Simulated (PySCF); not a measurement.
**Excitation energy of Os⁺ by level of theory**

Os⁺ [Xe] 4f14 5d6 6s1 (6D) → Os⁺ [Xe] 4f14 5d5 6s2 (6S), as a difference of total energies. Computed with PySCF 2.14 in aug-cc-pwCVTZ-PP with ECP60MDF (8s8p7d4f3g, 122 functions), with scalar relativity through the core potential. Correlated levels: valence: 5s2 5p6 frozen; valence and next inner shell: nothing frozen outside the core potential. The calculations carry no spin-orbit coupling.

| method | excitation energy (eV) |
| --- | --- |
| UHF | 0.920 |
| LDA | 0.839 |
| PBE | 1.164 |
| PBE0 | 1.194 |
| r2SCAN | 1.258 |
| B3LYP | 0.916 |
| PW91 | 1.181 |
| BHandHLYP | 0.864 |
| MP2 (valence) | 0.850 |
| SCS-MP2 (valence) | 0.836 |
| MP2 (valence and next inner shell) | 0.542 |
| SCS-MP2 (valence and next inner shell) | 0.483 |

How much does correlation contribute at MP2 (valence and next inner shell)?

0.542 − (0.920) = -0.378 eV, measured against UHF.

Errors of the correlated levels include the incompleteness of this basis and the frozen core.

For comparison: 0.615 eV (measured; NIST levels, between the centres of gravity of the two terms).
